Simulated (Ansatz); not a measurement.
Relaxation of CH8Ge (10 atoms, charge 0, multiplicity 1), to a largest force component of 0.03 eV/Å in at most 50 steps.

These are results of Ansatz, RKS PBE0/def2-mTZVP, not measurements.

```xyz
10
Properties=species:S:1:pos:R:3
Ge -0.053 -0.438 -0.475
C 0.300 -0.145 2.667
H -0.789 -0.111 2.694
H 0.682 -0.167 3.688
H 0.682 0.742 2.165
H 1.241 0.391 -0.518
H -1.195 0.417 0.087
H -0.414 -0.871 -1.907
H 0.171 -1.675 0.419
H 0.615 -1.048 2.127
```

Where does it end, and by what steps?

It converged. The force dipped under the threshold on the way, but the program's further checks kept it going. After 7 steps the energy has fallen by 0.227 eV; H9 moved furthest, 0.73 Å.

| step | energy less start (eV) | largest force component (eV/Å) | accepted |
| --- | --- | --- | --- |
| 0 | 0.0000 | 0.506 | yes |
| 1 | -0.1454 | 0.133 | yes |
| 2 | -0.2088 | 0.043 | yes |
| 3 | -0.2170 | 0.297 | yes |
| 4 | -0.2251 | 0.031 | yes |
| 5 | -0.2260 | 0.004 | yes |
| 6 | -0.2269 | 0.034 | yes |
| 7 | -0.2271 | 0.022 | yes |

```xyz
10
Properties=species:S:1:pos:R:3
Ge -0.148 -0.515 -0.934
C 0.395 -0.066 3.124
H -0.687 -0.052 2.998
H 0.639 0.050 4.180
H 0.838 0.753 2.558
H 1.144 0.297 -0.754
H -1.321 0.241 -0.292
H -0.425 -0.712 -2.433
H 0.010 -1.887 -0.261
H 0.793 -1.014 2.763
```

Run time: 19 s on 1 thread of Arm Neoverse V2 (shared host), peak memory 0.15 GiB.
